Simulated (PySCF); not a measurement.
**Radial density of Br (bromine, neutral)**

UHF, [Ar] 3d10 4s2 4p5, 2P determinant. Computed with PySCF 2.14 in def2-SVP, with the non-relativistic Hamiltonian (point nucleus).

| r (bohr) | 4πr²ρ (e/bohr) | 4πr²(ρα − ρβ) |
| --- | --- | --- |
| 0.000800 | 0.2207 | 0.0000 |
| 0.00135 | 0.6100 | 0.0000 |
| 0.00226 | 1.629 | 0.0000 |
| 0.00381 | 4.116 | 0.0000 |
| 0.00640 | 9.741 | 0.0001 |
| 0.0108 | 20.30 | 0.0002 |
| 0.0181 | 34.67 | 0.0011 |
| 0.0305 | 42.84 | 0.0052 |
| 0.0513 | 36.98 | 0.0191 |
| 0.0862 | 39.79 | 0.0398 |
| 0.145 | 50.87 | 0.0197 |
| 0.244 | 30.84 | 0.0008 |
| 0.410 | 34.28 | 0.0958 |
| 0.690 | 21.20 | -0.0013 |
| 1.16 | 5.232 | 0.3534 |
| 1.95 | 3.755 | 0.5395 |
| 3.28 | 0.8024 | 0.1262 |
| 5.52 | 0.01068 | 0.0018 |
